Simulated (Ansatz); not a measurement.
## Forces on a displaced structure

H₂TeO (SMILES O[TeH]), closed shell, displaced at random from a GFN2-xTB minimum.

O1  (-0.510, -0.692, 0.636)
Te2  (0.522, 1.088, 0.279)
H3  (0.184, -1.572, 0.477)
H4  (-0.076, 1.075, -1.367)
(Å)

Computed with Ansatz 0.2.0 (basis: def2-TZVPP); correlated methods freeze the cores. Filled d shells of the heavier atoms are correlated. Core potentials replace the inner electrons of the atoms past krypton. The def2 sets are not built for correlating such inner shells, so the correlated values are less sure here.

CCSD(T) forces from the calculation:
| atom | Fx | Fy | Fz (eV/Å) |
| --- | --- | --- | --- |
| O1 | 3.500 | -2.482 | -0.656 |
| Te2 | -1.339 | -1.790 | -1.155 |
| H3 | -2.745 | 4.063 | 0.593 |
| H4 | 0.583 | 0.209 | 1.218 |

(1) Which atom feels the largest CCSD(T) force, and how large is it?

The T1 diagnostic stays at or below 0.016. These are differences at one structure, and CCSD(T) in triple zeta is itself an approximation.

## Answers

(1) H3, 4.94 eV/Å, along (-0.56, 0.82, 0.12).

Root-mean-square difference of the force components from those of CCSD(T): PBE0-D4 0.124; wB97M-V 0.135; r2SCAN-D4 0.070; PBE-D4 0.272; HSE06-D4 0.121; BHLYP-D4 0.340 eV/Å.

For scale, one of the runs: CCSD(T)/def2-TZVPP forces, 109 basis functions (an equivalent command: `ansatz run in.yaml --threads 4`). The run took 20 s on 4 CPU threads (shared host), with 0.78 GiB of host memory at its peak.
